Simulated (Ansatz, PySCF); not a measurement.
This PySCF input computes a CCSD(T)/cc-pVDZ energy:

```python
from pyscf import gto, scf, mp, cc as ccmod

mol = gto.M(
    atom='''
    C     1.60391120    0.16073343    0.18610066
    C     0.41228043   -0.75592777   -0.11930399
    C    -0.88188314   -0.28173727    0.50118615
    F    -1.31338605    0.85857434   -0.39198877
    H     1.40617566    1.16159398   -0.20643080
    H     1.73055133    0.25306476    1.26917995
    H     2.54163953   -0.20225055   -0.25993284
    H     0.36727516   -0.87762778   -1.22897383
    H     0.61502520   -1.75524129    0.29544465
    H    -1.64604341   -1.04511844    0.25071497
    ''',
    basis='cc-pvdz',
    charge=-1,
    spin=0,
    verbose=4,
)

mf = scf.RHF(mol)
mf.conv_tol = 1e-10
mf.max_cycle = 100
mf.kernel()
mp2 = mp.MP2(mf, frozen=4).run()
cc = ccmod.CCSD(mf, frozen=4)
cc.max_cycle = 100
cc.kernel()
et = cc.ccsd_t()
print(f'E(CCSD(T)) = {cc.e_tot + et:.9f}')
```

Write an input for the same energy in Ansatz (a quantum-chemistry and plane-wave program) and say what it gives.


Ansatz 0.2 input:
```yaml
crystal:
  periodic: [false, false, false]
  atoms:
    - {symbol: C, position_ang: [1.60391120, 0.16073343, 0.18610066]}
    - {symbol: C, position_ang: [0.41228043, -0.75592777, -0.11930399]}
    - {symbol: C, position_ang: [-0.88188314, -0.28173727, 0.50118615]}
    - {symbol: F, position_ang: [-1.31338605, 0.85857434, -0.39198877]}
    - {symbol: H, position_ang: [1.40617566, 1.16159398, -0.20643080]}
    - {symbol: H, position_ang: [1.73055133, 0.25306476, 1.26917995]}
    - {symbol: H, position_ang: [2.54163953, -0.20225055, -0.25993284]}
    - {symbol: H, position_ang: [0.36727516, -0.87762778, -1.22897383]}
    - {symbol: H, position_ang: [0.61502520, -1.75524129, 0.29544465]}
    - {symbol: H, position_ang: [-1.64604341, -1.04511844, 0.25071497]}
basis:
  gaussian:
    orbitals: cc-pVDZ
total_charge: -1
magnetization: {spin_polarized: false}
correlation: {method: ccsd_t, electrons: outside_noble_gas}
```
It gives -217.12196 Eh, and PySCF -217.12197 Eh, a difference of 0.01 mEh.

It need not be the lowest isomer of its formula. Whether it binds its extra electron was not tested at this geometry.
